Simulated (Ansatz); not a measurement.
Ir(PH3)2H5 (P₂IrH₁₁), relaxed as a singlet with RKS PBE-D4/def2-SVP in Ansatz, starting from the GFN2-xTB geometry. Force threshold 0.02 eV/Å.

In the def2 sets Ir takes a core potential; there is no spin–orbit coupling.

Start:

```
atom   x (Å)   y (Å)   z (Å)
 Ir1   0.001  -0.001  -0.005
  P2   1.072   1.972  -0.322
  H3   2.278   2.060  -1.004
  H4   1.494   2.757   0.742
  H5   0.486   3.027  -1.006
  P6  -1.070  -1.973   0.323
  H7  -2.238  -2.060   1.069
  H8  -0.459  -3.046   0.956
  H9  -1.560  -2.734  -0.729
 H10   0.185  -0.318  -1.507
 H11  -1.247   0.514  -0.756
 H12  -0.922   0.701   1.016
 H13   0.645  -0.137   1.394
 H14   1.336  -0.762  -0.170
```

Task: Estimate the energy that the relaxation releases and the steps that it takes.

Result: 0.77 eV, in 5 steps; 11 s on 2 threads of Arm Neoverse V1 on a shared host. No frequencies were taken in this run, so the end may be a saddle point.

Task: Does the start keep its bonding and symmetry?

Result: By distances, no bond broke or formed. The bond that changes most is Ir1–H13, from 1.55 to 1.65 Å (atoms count from 1).

Task: Predict the relaxed structure.

Result: 
| atom | x (Å) | y (Å) | z (Å) |
| --- | --- | --- | --- |
| Ir1 | 0.000 | 0.000 | -0.001 |
| P2 | 1.084 | 1.997 | -0.326 |
| H3 | 2.322 | 2.012 | -1.040 |
| H4 | 1.496 | 2.760 | 0.810 |
| H5 | 0.425 | 3.043 | -1.044 |
| P6 | -1.084 | -1.997 | 0.327 |
| H7 | -2.285 | -2.021 | 1.104 |
| H8 | -0.397 | -3.064 | 0.984 |
| H9 | -1.561 | -2.729 | -0.804 |
| H10 | 0.194 | -0.349 | -1.605 |
| H11 | -1.325 | 0.562 | -0.811 |
| H12 | -0.992 | 0.739 | 1.094 |
| H13 | 0.694 | -0.142 | 1.492 |
| H14 | 1.429 | -0.811 | -0.179 |
Bond lengths: 2 × Ir–P 2.30 Å; 6 × H–P 1.43 Å; 5 × H–Ir 1.65 Å.
